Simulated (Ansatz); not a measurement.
Cost and result for the atomization energy of C$_{2}$H$_{6}$ClGaO (`[CH3][Ga]([OH])[CH2]Cl`) (11 atoms, 10 bonds).

Z-matrix (Å, degrees):
```
C
Ga 1 1.950
H 1 1.090 2 110.3
H 1 1.093 2 110.5 3 120.2
H 1 1.092 2 110.4 3 -120.8
O 2 1.792 1 116.3 3 -9.3
C 2 1.985 1 126.8 3 166.9
H 6 0.959 2 114.9 1 177.7
Cl 7 1.803 2 102.3 1 -79.1
H 7 1.089 2 115.3 1 165.1
H 7 1.089 2 115.2 1 36.4
```

Total charge 0; spin multiplicity 1. Correlated methods include outer-core shells of Ga, which these sets cover unevenly. Scalar relativity is left out up to krypton. The structure was optimised at the PBE0-D4/def2-TZVP level. It is one conformer, not always the lowest. Program: Ansatz. All runs use 4 threads of an Arm Neoverse V1 on a shared host. Times are those of one run each, without the atoms' runs, and a repeat can differ threefold. Electronic energies, without spin–orbit coupling; frozen cores. CCSD(T)/CBS adds CCSD(T) − MP2 in def2-TZVPP to the MP2 limit, and its time is that of the two runs behind it. T1 = 0.012. With those shells the extrapolation isn't a true limit. B3LYP takes the VWN-RPA correlation (the form of Gaussian; ORCA's B3LYP/G).

CCSD(T)/CBS is a level of theory with its own doubt, some kJ/mol a heavy atom from the limit and from the frozen cores, so smaller differences don't rank the functionals.

| level | functions | wall time |
| --- | --- | --- |
| PBE-D4/def2-TZVPP (with forces) | 267 | 3.3 s |
| PBE0-D4/def2-TZVPP | 267 | 4.7 s |
| r2SCAN-D4/def2-TZVPP (with forces) | 267 | 7 s |
| B3LYP-D4/def2-TZVPP (with forces) | 267 | 7 s |
| B2PLYP/def2-TZVPP | 267 | 8 s |
| ωB97X-V/def2-TZVPP | 267 | 12 s |
| ωB97M-V/def2-TZVPP (with forces) | 267 | 17 s |
| MP2/def2-QZVPP | 510 | 33 s |
| CCSD(T)/def2-TZVPP | 267 | 5.8 min |
| CCSD(T)/CBS(def2) | – | 6.3 min |

Task: What atomization energy does each give, and how far from CCSD(T)/CBS? (Best estimate.)

Result: Ansatz gave: 
```csv
level,atomization (kJ/mol),difference from CCSD(T)/CBS,per bond
PBE-D4/def2-TZVPP (with forces),3892.5,45.5,4.5
PBE0-D4/def2-TZVPP,3827.4,-19.6,-2.0
r2SCAN-D4/def2-TZVPP (with forces),3844.0,-3.0,-0.3
B3LYP-D4/def2-TZVPP (with forces),3799.9,-47.1,-4.7
B2PLYP/def2-TZVPP,3779.5,-67.5,-6.8
ωB97X-V/def2-TZVPP,3834.3,-12.7,-1.3
ωB97M-V/def2-TZVPP (with forces),3829.7,-17.3,-1.7
MP2/def2-QZVPP,3882.3,35.3,3.5
CCSD(T)/def2-TZVPP,3754.8,-92.2,-9.2
CCSD(T)/CBS(def2),3847.0,0.0,0.0
```

In def2-TZVPP, CCSD(T) changes the Hartree–Fock value by +992.3 kJ/mol (the triples alone add +60.1 kJ/mol) and MP2 by +1065.7 kJ/mol; breaking electron pairs costs correlation energy, which Hartree–Fock lacks. The D4 term adds +37.1 kJ/mol with B3LYP and +19.6 kJ/mol with PBE0; it sums over pairs of atoms, weighted by their polarisabilities, and B3LYP, whose exchange is more repulsive, gets the larger term. From PBE to PBE0 (25 % exact exchange), in def2-TZVPP and without D4, the atomization energy moves by −61.8 kJ/mol: exact exchange takes away binding that semilocal exchange gives to molecules.
